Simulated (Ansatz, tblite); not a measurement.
Forces on the cluster Na2Pb3⁺ at its PBE0-D4/def2-SVP geometry. Total charge 1; doublet.

In the def2 sets Pb takes a core potential; there is no spin–orbit coupling. The xTB rows come from tblite. The structure comes from a short search, and lower isomers may exist.

GFN1-xTB (tblite), largest force 0.57 eV/Å:

```xyz
5
positions Å, forces eV/Å
Na   -2.782   -0.459   -1.392    0.400    0.151    0.265
Na    2.236   -0.264   -1.286   -0.375    0.068    0.420
Pb    1.461    0.366    2.088   -0.052   -0.089   -0.341
Pb   -0.518    1.685    0.043   -0.059   -0.231   -0.178
Pb   -0.397   -1.328    0.547    0.086    0.101   -0.166
```

GFN2-xTB (tblite), largest force 1.18 eV/Å:

```
Na 0.205 0.052 0.185
Na -0.276 0.024 0.366
Pb -0.670 -0.346 -0.823
Pb 0.213 -0.779 0.186
Pb 0.528 1.050 0.087
```

PBE-D4/def2-TZVP (Ansatz), largest force 0.16 eV/Å:

```
Na 0.029 0.023 0.009
Na -0.039 0.011 0.037
Pb 0.100 0.002 0.063
Pb -0.063 0.112 -0.090
Pb -0.027 -0.148 -0.018
```
